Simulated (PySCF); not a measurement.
Computed shifts of a molecule FH₇N₂Si₂, B3LYP/pcSseg-1 in PySCF, GIAO, gas phase, atoms alike by connectivity averaged where their shifts nearly agree, in ppm (number of nuclei): ²⁹Si: -23.6 (1), -39.3 (1). ¹⁹F: -163.1 (1). ¹⁵N: 84.8 (1), 44.1 (1). ¹H: 5.22 (2), 4.97 (2), 2.33 (1), 1.57 (1), 1.30 (1). References: ²⁹Si against TMS (σ = 338.7 ppm); ¹⁹F against CFCl3 (σ = 161.7 ppm); ¹⁵N against NH3 (σ = 265.5 ppm); ¹H against TMS (σ = 31.68 ppm), references at their B3LYP-D3(BJ)/def2-TZVP geometries, non-relativistic. Geometry optimised at PBE-D3(BJ)/def2-SVP. The values are those of a single conformer.

Question: Identify the compound among the candidates.
(A) N[Si](N)(F)[SiH3]
(B) N[SiH2]N[SiH2]F
(C) N[SiH2][Si@H](N)F
(D) N[Si@@H](F)N[SiH3]

Answer: B, N[SiH2]N[SiH2]F
